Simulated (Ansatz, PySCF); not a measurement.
InF, SMILES [In][F] (connectivity only; charge and spin as stated), neutral, multiplicity 1.

Coordinates come from a B3LYP-D3(BJ)/def2-TZVP optimisation. The def2 effective core potentials stand for the cores of In; spin–orbit coupling is left out.

Vertical ionisation energy (IE) and electron affinity (EA) in eV. Rows of orbital energies are one-electron estimates. Where ΔSCF, EOM or ADC give a negative EA the extra electron is unbound and the value depends on the basis.

```tsv
level	IE	EA
−ε(HOMO), −ε(LUMO), ωB97X/def2-TZVPD (PySCF)	9.83	0.01
−ε(HOMO), −ε(LUMO), PBE0/def2-TZVPD (PySCF)	7.61	1.64
−ε(HOMO), −ε(LUMO), PBE/def2-TZVPD (PySCF)	6.55	2.29
ΔSCF, CAM-B3LYP/def2-TZVPD (Ansatz), final states of multiplicity 2 and 2	10.24	0.09
ΔSCF, PBE/def2-TZVPD (Ansatz), final states of multiplicity 2 and 2	10.01	0.05
```

Q: What vertical singlet–triplet gap does ΔSCF give with CAM-B3LYP/def2-TZVPD (Ansatz, a first-principles code) and with PBE/def2-TZVPD (Ansatz)? (Estimate from the structure and the level; the computed values follow.)

A: 3.93 and 3.88 eV (triplet above singlet where positive).
